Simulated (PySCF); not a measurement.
## Correlation energy of Er⁵⁸⁺ (erbium, charge +58)

Starting occupation: [Ne]. Calculation: PySCF 2.14, in an uncontracted even-tempered set (17 s from 9.6 bohr⁻², ratio 2.6; 13 p from 12 bohr⁻², ratio 2.6; 6 d from 13 bohr⁻², ratio 2.8; 3 f from 280 bohr⁻², ratio 2.8); X2C-1e with screened-nucleus spin-orbit coupling, Gaussian nucleus. Frozen: 1s2; 8 electrons correlated; the 48 highest virtual spinors left out.

MP2 pair energies summed by pair of shells (mhartree):

| pair | energy | share (%) |
| --- | --- | --- |
| 2p1/2-2p3/2 | -105.60 | 33.2 |
| 2p3/2-2p3/2 | -98.93 | 31.1 |
| 2p3/2-2s1/2 | -49.77 | 15.6 |
| 2p1/2-2s1/2 | -26.52 | 8.3 |
| 2p1/2-2p1/2 | -24.54 | 7.7 |
| 2s1/2-2s1/2 | -13.17 | 4.1 |

Total MP2 correlation energy: -318.54 mhartree.

The virtual space was cut to 44 spinors, which keep -245.65 of the -318.54 mhartree of MP2 correlation.

```
  level  correlation energy (mhartree)
   CCSD                        -246.40
    (T)                          -0.01
CCSD(T)                        -246.41
```

Diagnostics: T1 = 2.3e-05, largest double amplitude 0.002.

Cost of the coupled-cluster step: roughly 10 core-seconds, for 8 occupied and 44 virtual spinors.

Iterations:

```
Init t2, MP2 energy = -0.245648300957236
CCSD nocc = 8, nmo = 52
Init t2, MP2 energy = -0.245648300957236
Init E_corr(GCCSD) = -0.245648300957236
cycle = 1  E_corr(GCCSD) = -0.246387361590141  dE = -0.000739060633  norm(t1,t2) = 0.00013807
cycle = 2  E_corr(GCCSD) = -0.246401403100818  dE = -1.40415107e-05  norm(t1,t2) = 3.21404e-06
cycle = 3  E_corr(GCCSD) = -0.246401665088964  dE = -2.61988146e-07  norm(t1,t2) = 9.52467e-08
cycle = 4  E_corr(GCCSD) = -0.246401664756352  dE = 3.32611966e-10  norm(t1,t2) = 4.30181e-10
GCCSD converged
E(GCCSD) = -9183.863244454022  E_corr = -0.2464016647563519
```

The coupled-cluster values are those of the cut space; adding the MP2 remainder, -72.89 mhartree, estimates the full space.

At this charge the one-electron X2C treatment keeps the bare 1/r₁₂, with no two-electron picture change or Breit term. The effect here is smaller than on the frozen 1s shell.
